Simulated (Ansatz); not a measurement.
In₉P₁₀H₂₈⁺, a nanocrystal cut from zinc blende InP (hydrogen-capped). Total charge 1; singlet. Geometry PBE-D4/def2-SVP; atoms count from 1.

```
atom    x (Å)    y (Å)    z (Å)
  P1  -1.7456   3.3853   2.0269
  P2  -2.4328  -0.5605   3.5176
  P3  -0.3972   3.9161  -1.7663
  P4  -1.0130   0.0444  -0.3545
  P5   0.3332   0.5307  -4.2694
  P6   2.8258   1.2655  -0.8904
  P7  -0.3208  -3.2197  -2.8548
  P8   1.5406   0.7607   2.7272
  P9   2.1963  -2.3096   0.4608
 P10  -1.7481  -3.7785   1.1360
In11  -1.5438   5.3509   0.2004
In12  -0.8803   0.9339   2.0623
In13  -3.0496  -3.1772   3.4129
In14   2.7124   2.6873   1.3399
In15   0.5123   1.4821  -1.8564
In16  -0.1690  -2.3919  -0.3948
In17   0.0268  -1.9706  -5.2124
In18   3.5410  -1.2011  -1.5323
In19   1.9086  -1.8408   3.0503
 H20  -1.2268   3.8992   3.2591
 H21  -3.1166   3.2974   2.4324
 H22  -3.6559   0.1774   3.6261
 H23  -1.9456  -0.2950   4.8380
 H24  -1.2071   4.0489  -2.9403
 H25   0.7265   4.6686  -2.2378
 H26  -2.3637   0.1028  -0.8261
 H27  -0.6233   1.3715  -4.9250
 H28   1.5043   1.0741  -4.8894
 H29   3.5020   2.1082  -1.8371
 H30  -1.5488  -3.9544  -2.9187
 H31   0.5623  -4.3472  -2.8423
 H32   1.4054   1.2861   4.0574
 H33   2.4767  -3.7152   0.3646
 H34  -2.6823  -4.3914   0.2396
 H35  -0.9587  -4.9446   1.3973
 H36  -3.1691   5.5390  -0.3515
 H37  -0.2769   6.3528   0.7907
 H38  -4.7056  -3.1669   2.9232
 H39  -2.0949  -3.8914   4.6523
 H40   1.3751   3.7839   1.0180
 H41   4.2943   3.0073   1.9460
 H42   1.6049  -2.4352  -5.7135
 H43  -1.5671  -1.9433  -5.8764
 H44   2.5076  -1.5428  -2.9147
 H45   5.2386  -1.4245  -1.3303
 H46   0.2732  -2.4146   3.3540
 H47   3.3743  -2.1579   3.9012
```

In the def2 sets In takes a core potential; there is no spin–orbit coupling. Single mean-field runs in def2-SVP are fitted with def2-universal-jkfit.

(1) Estimate the Mulliken populations of the heavy atoms from the PBE0/def2-SVP orbitals of Ansatz.

(2) And the Mayer bond orders between heavy atoms (over 0.3)?

Results:

(1) 
| atom | charge (e) |
| --- | --- |
| P1 | -0.21 |
| P2 | -0.21 |
| P3 | -0.21 |
| P4 | -0.41 |
| P5 | -0.21 |
| P6 | -0.37 |
| P7 | -0.21 |
| P8 | -0.37 |
| P9 | -0.37 |
| P10 | -0.21 |
| In11 | 0.35 |
| In12 | 0.45 |
| In13 | 0.35 |
| In14 | 0.36 |
| In15 | 0.45 |
| In16 | 0.45 |
| In17 | 0.35 |
| In18 | 0.36 |
| In19 | 0.36 |
Mulliken values depend strongly on the basis.

(2) P1–In11 0.56 (2.69 Å); P1–In12 0.73 (2.60 Å); P2–In12 0.73 (2.60 Å); P2–In13 0.56 (2.69 Å); P3–In11 0.56 (2.69 Å); P3–In15 0.73 (2.60 Å); P4–In12 0.74 (2.58 Å); P4–In15 0.74 (2.58 Å); P4–In16 0.74 (2.58 Å); P5–In15 0.73 (2.60 Å); P5–In17 0.56 (2.69 Å); P6–In14 0.62 (2.65 Å); P6–In15 0.92 (2.52 Å); P6–In18 0.62 (2.65 Å); P7–In16 0.73 (2.60 Å); P7–In17 0.56 (2.69 Å); P8–In12 0.92 (2.52 Å); P8–In14 0.62 (2.65 Å); P8–In19 0.62 (2.65 Å); P9–In16 0.92 (2.52 Å); P9–In18 0.62 (2.65 Å); P9–In19 0.62 (2.65 Å); P10–In13 0.56 (2.69 Å); P10–In16 0.73 (2.60 Å).
